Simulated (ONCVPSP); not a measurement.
# Building the ONCV potential for aluminium (Al) (PBE, non-relativistic).

The input file (ONCVPSP 4.0.1):

```
# ATOM AND REFERENCE CONFIGURATION
# atsym  z   nc   nv     iexc    psfile
  Al 13.00    3    1        4      upf
#
#   n    l    f
    1    0    2.00
    2    0    2.00
    2    1    6.00
    3    0    2.00
#
# PSEUDOPOTENTIAL AND OPTIMIZATION
# lmax
    2
#
#   l,   rc,      ep,       ncon, nbas, qcut
    0    1.50    0.00    3    7    3.70
    1    1.45    0.13    4    7    6.00
    2    1.50    0.05    5   10    7.30
#
# LOCAL POTENTIAL
# lloc, lpopt,  rc(5),   dvloc0
    4    5    1.10    0.00
#
# VANDERBILT-KLEINMAN-BYLANDER PROJECTORs
# l, nproj, debl
    0    1    1.30
    1    2    3.60
    2    2    1.10
#
# MODEL CORE CHARGE
# icmod, fcfact, rcfact
    3    5.25    1.10
#
# LOG DERIVATIVE ANALYSIS
# epsh1, epsh2, depsh
   -2.00    5.00    0.02
#
# OUTPUT GRID
# rlmax, drl
    6.00    0.01
#
# TEST CONFIGURATIONS
# ncnf
    4
# nvcnf
#   n    l    f
    2
    3    0    2.00
    3    1    1.00
#
    1
    3    0    1.00
#
    2
    3    0    2.00
    3    1    0.50
#
    2
    3    0    1.00
    3    1    2.00
#
```

Command:

```bash
oncvpspnr.x < Al.dat > Al.out
```

Resulting log (shortened: citation, most of the input echo, consistency checks and plot data are left out):

```
ONCVPSP  (Optimized Norm-Conservinng Vanderbilt PSeudopotential)
scalar-relativistic version 4.0.1

#   n    l    f        energy (Ha)
    1    0    2.00    -5.5718234E+01
    2    0    2.00    -4.2649740E+00
    2    1    6.00    -2.8676990E+00
    3    0    2.00    -5.4333148E-01

Reference configufation results
  iterations    25
  all-electron total energy (Ha)   -2.42012701D+02

Begin loop to  construct optimized pseudo wave functions
and semi-local pseudopoentials for all angular momenta

Calculating optimized projector #   1

 for l=   0

    Fraction of norm inside rc  0.143613
    Optimizing pswf for qcut=   3.70 a_B^-1,  ecut=   6.83 Ha
    Residual kinetic energy error=  3.00D-04 Ha

    Energy error per electron        Cutoff
         Ha          eV             Ha
         0.01000     0.27211        3.57
         0.00100     0.02721        5.63
         0.00010     0.00272       21.55
         0.00001     0.00027       93.75

   Wellstate for l =  1  n =  4
     eigenvalue =   0.1300
     asymptotic potential =   0.6300
     half-point radius =  6.6677

   Wellstate for l =  1  n =  5
     eigenvalue =   3.7300
     asymptotic potential =   4.2300
     half-point radius =  2.8024

Calculating optimized projector #   1

 for l=   1

    Fraction of norm inside rc  0.051964
    Optimizing pswf for qcut=   5.99 a_B^-1,  ecut=  17.94 Ha
    Residual kinetic energy error=  1.20D-03 Ha

    Energy error per electron        Cutoff
         Ha          eV             Ha
         0.01000     0.27211        2.30
         0.00100     0.02721       19.39
         0.00010     0.00272       64.20
         0.00001     0.00027       78.00

Calculating optimized projector #   2

 for l=   1

    Fraction of norm inside rc  0.100508
    Optimizing pswf for qcut=   5.99 a_B^-1,  ecut=  17.94 Ha
    Residual kinetic energy error=  1.05D-01 Ha

    Energy error per electron        Cutoff
         Ha          eV             Ha
         0.01000     0.27211       50.71
         0.00100     0.02721       92.63
         0.00010     0.00272      109.31
         0.00001     0.00027      165.51

   Wellstate for l =  2  n =  3
     eigenvalue =   0.0500
     asymptotic potential =   0.5500
     half-point radius =  4.1461

   Wellstate for l =  2  n =  4
     eigenvalue =   1.1500
     asymptotic potential =   1.6500
     half-point radius =  3.4898

Calculating optimized projector #   1

 for l=   2

    Fraction of norm inside rc  0.072769
    Optimizing pswf for qcut=   7.31 a_B^-1,  ecut=  26.70 Ha
    Residual kinetic energy error=  1.83D-05 Ha

    Energy error per electron        Cutoff
         Ha          eV             Ha
         0.01000     0.27211        7.80
         0.00100     0.02721       15.67
         0.00010     0.00272       22.13
         0.00001     0.00027       35.92

Calculating optimized projector #   2

 for l=   2

    Fraction of norm inside rc  0.176126
    Optimizing pswf for qcut=   7.31 a_B^-1,  ecut=  26.70 Ha
    Residual kinetic energy error=  1.62D-04 Ha

    Energy error per electron        Cutoff
         Ha          eV             Ha
         0.01000     0.27211       14.47
         0.00100     0.02721       21.85
         0.00010     0.00272       27.95
         0.00001     0.00027       53.04

Construct Vanderbilt / Kleinmman-Bylander projectors

B matrix Hermiticity error, ll=   1
   1   2   -8.0244E-08

  Orthonormal projector coefficients -1.2877E+01  2.4122E+00

B matrix Hermiticity error, ll=   2
   1   2   -1.8149E-09

  Orthonormal projector coefficients -4.4774E+00 -9.0091E-01

Model core correction analysis
  based on d2Exc/dn_idn_j

d2excae - all-electron derivatives

   -4.800655D-02

d2excps - pseudofunction derivatives with no core correction

   -5.234766D-02

rms 2nd derivative error    4.341105E-03

rmatch, rhocmatch    1.4200    0.3150

Teter function model core charge with specified parameters

d2excps - pseudofunction derivatives with core correction

   -5.139296D-02

rms 2nd derivative error    3.386403E-03

Pseudoatom total energy   -1.728909

Diagnostic tests using Vanderbilt-Kleinman-Bylander pseudopotentials
  1 or more projectors used as specified by nproj input data

   l    rcore       rmatch      e in        delta e   norm test  slope test

   0   1.5074974   1.5532683  -0.5433315  -0.0000480   0.9999193   1.0002514

   1   1.4543491   1.4985063   0.1300000  -0.0000004   1.0000000   1.0000000
run_diag: lschvkbbe ERROR   2   2   1  60  3.73000000E+00  3.30700000E+00
   1   1.4543491   1.4985063   3.7300000  -0.4230000   0.3588583   0.6663328

   2   1.5074974   1.5532683   0.0500000  -0.0000000   1.0000000   1.0000000
   2   1.5074974   1.5532683   1.1500000   0.0000000   1.0000000   1.0000000

 Testing for bound ghosts
   n   l    E NL Schr. Eq   E Basis Diag.   E Cutoff

   1   0       -0.543379       -0.511230     81.51

       1                       -0.825447    103.75  WARNING - GHOST(-)
   2   1       -0.330139       -0.242507    103.75

   3   2       -0.114920        0.079806    242.65

 Testing for highly-localized positive-energy ghosts
       l    <radius>/rc     E Basis Diag.   E Cutoff

       0        0.463932        0.050602     81.51  WARNING - GHOST(+)

Test configuration 0

   n   l     f        eae           eps        diff
   1   0  2.0000  -55.71823375
   2   0  2.0000   -4.26497396
   2   1  6.0000   -2.86769898
   3   0  2.0000   -0.54333148   -0.54337950   -4.80D-05

    Total energies and differences
      AE_ref= -2.42012701D+02  AE_tst= -2.42012701D+02  dif=  0.00D+00
      PS_ref= -1.72890945D+00  PS_tst= -1.72890945D+00  dif=  4.44D-16
      PSP excitation error= -4.44D-16

Test configuration 1

   n   l     f        eae           eps        diff
   1   0  2.0000  -55.40618431
   2   0  2.0000   -3.95851194
   2   1  6.0000   -2.56080543
   3   0  2.0000   -0.28408342   -0.28392726    1.56D-04
   3   1  1.0000   -0.09995484   -0.09751963    2.44D-03

    Total energies and differences
      AE_ref= -2.42012701D+02  AE_tst= -2.42224788D+02  dif= -2.12D-01
      PS_ref= -1.72890945D+00  PS_tst= -1.93807219D+00  dif= -2.09D-01
      PSP excitation error= -2.92D-03

Test configuration 2

   n   l     f        eae           eps        diff
   1   0  2.0000  -56.18263523
   2   0  2.0000   -4.71488669
   2   1  6.0000   -3.31782211
   3   0  1.0000   -0.87114036   -0.86562668    5.51D-03

    Total energies and differences
      AE_ref= -2.42012701D+02  AE_tst= -2.41307412D+02  dif=  7.05D-01
      PS_ref= -1.72890945D+00  PS_tst= -1.02549414D+00  dif=  7.03D-01
      PSP excitation error=  1.87D-03

Test configuration 3

   n   l     f        eae           eps        diff
   1   0  2.0000  -55.54921537
   2   0  2.0000   -4.09962919
   2   1  6.0000   -2.70208993
   3   0  2.0000   -0.40683224   -0.40650548    3.27D-04
   3   1  0.5000   -0.20987241   -0.20684015    3.03D-03

    Total energies and differences
      AE_ref= -2.42012701D+02  AE_tst= -2.42147978D+02  dif= -1.35D-01
      PS_ref= -1.72890945D+00  PS_tst= -1.86265865D+00  dif= -1.34D-01
      PSP excitation error= -1.53D-03

Test configuration 4

   n   l     f        eae           eps        diff
   1   0  2.0000  -55.47430421
   2   0  2.0000   -4.02471638
   2   1  6.0000   -2.62661340
   3   0  1.0000   -0.31394955   -0.31199709    1.95D-03
   3   1  2.0000   -0.12297801   -0.12103187    1.95D-03

    Total energies and differences
      AE_ref= -2.42012701D+02  AE_tst= -2.42037111D+02  dif= -2.44D-02
      PS_ref= -1.72890945D+00  PS_tst= -1.74927742D+00  dif= -2.04D-02
      PSP excitation error= -4.04D-03
```

oncvpspnr.x prints “scalar-relativistic version” in its banner although the run is non-relativistic.

Note: ghosts flagged at negative energy: p at -22.5 eV; GHOST(+) flagged for s at 1.38 eV. A true bound ghost makes a file unfit for plane-wave use.

The run took about 4.6 s on one core of a shared server CPU.
